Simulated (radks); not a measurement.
Valence configurations of Mo3+ (all share [Kr]). All-electron calculation, scalar-relativistic Kohn-Sham, PBE, spin-polarised, spherical densities, point nucleus; open shells are filled with parallel spins first (spin-orbit coupling, left out, can overturn this in heavy ions). Program: a radial shooting solver on a logarithmic mesh with Libxc functionals. Energies are relative to 4d3; eigenvalues in eV for spin up.

valence          E (eV)  moment (Bohr magnetons)    e(4d)    e(5p)    e(5s)
4d3               0.000                        3  -33.945        -        -
4d2.5 5s0.5       3.491                        3  -35.572        -  -28.257
4d2.5 5p0.5       6.642                        3  -36.021  -22.225        -
4d2 5s1           7.311                        3  -37.204        -  -29.247
4d2 5p1          13.783                        3  -38.081  -23.328        -
4d1 5s2          17.309                        1  -40.163        -  -30.426
4d1.5 5s0.5 5p1  18.081                        3  -39.687  -24.150  -30.780
4d1 5s1 5p1      22.692                        3  -41.276  -24.949  -31.740
4d1 5p2          29.473                        3  -42.093  -25.461        -
5p3              47.068                        3        -  -27.380        -

NIST lists [Kr] 4d3 as the ground configuration; this level of theory agrees among the configurations tried. The energies are those of spherical high-spin densities, not of single terms.
